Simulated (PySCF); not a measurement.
# Polarisability and C₆ of Eu⁺ (europium, charge +1)

[Xe] 4f7 6s1, high-spin 9S determinant. Calculation: PySCF 2.14, in ANO-RCC-VTZP; scalar relativity by spin-free X2C-1e. Coupled (time-dependent) response in atomic units; α is the mean over directions. The basis has no added diffuse functions, which lowers α and C₆.

```json
{"method": "PBE", "mean α (bohr³)": "77.92", "C₆ (like pair)": "679.0", "S(−4)": "4639"}
```

S(−4) is the Cauchy moment in α(ω) = α(0) + S(−4) ω² + …

α(iu) at PBE:

```tsv
u (hartree)	α(iu) (bohr³)
0	77.92
0.0500	67.97
0.100	49.97
0.200	26.54
0.300	16.85
0.500	9.820
0.750	6.637
1.00	5.002
1.50	3.241
2.00	2.309
3.00	1.371
5.00	0.6602
```

A single London oscillator, α(iu) = α/(1 + u²/ω²), gives C₆ = (3/4) ω α². Matching the computed C₆ needs ω = 4 × 679.0 / (3 × 77.92²) = 0.149 hartree.

For an ion, C₆ is the dispersion term alone; charge-induced terms of lower order in 1/R come first.

Spin-orbit coupling, which splits the p, d and f shells strongly at this Z, is absent.
